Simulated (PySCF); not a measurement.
Al(F)(Me)(vinyl) (C₃H₆AlF), SMILES C=[CH][Al]([CH3])[F].

Geometry: B3LYP-D3(BJ)/def2-SVP. The structure was generated by enumeration; whether it is a known compound was not checked. Other conformers were not sampled.

Method: PySCF with TDA-PBE/def2-SVPD.

Vertical excitations. The molecule is in vacuum.

Problem. Give excitation energies, oscillator strengths and character. (Estimate from the structure and the level; the computed values follow.)

Solution. 
```
state  energy (eV)  λ (nm)      f                            main pairs
-----  -----------  ------  -----  ------------------------------------
S1            4.78     260  0.000                        HOMO→LUMO 99 %
S2            6.12     203  0.051                      HOMO→LUMO+1 88 %
S3            6.18     201  0.005                      HOMO−2→LUMO 87 %
S4            6.27     198  0.033                    HOMO−1→LUMO+1 95 %
S5            6.28     197  0.246  HOMO−1→LUMO 64 %, HOMO−1→LUMO+2 22 %
S6            6.68     186  0.004                      HOMO→LUMO+2 92 %
S7            6.92     179  0.000                     HOMO−3→LUMO 100 %
S8            7.13     174  0.013                      HOMO→LUMO+3 98 %
S9            7.22     172  0.001                      HOMO−4→LUMO 85 %
S10           7.43     167  0.084                    HOMO−2→LUMO+1 81 %
T1            4.11     301      0                      HOMO−1→LUMO 96 %
T2            4.38     283      0                        HOMO→LUMO 99 %
T3            5.69     218      0                      HOMO→LUMO+1 99 %
T4            5.72     217      0                      HOMO−2→LUMO 96 %
```
Triplets are in the Tamm–Dancoff approximation.
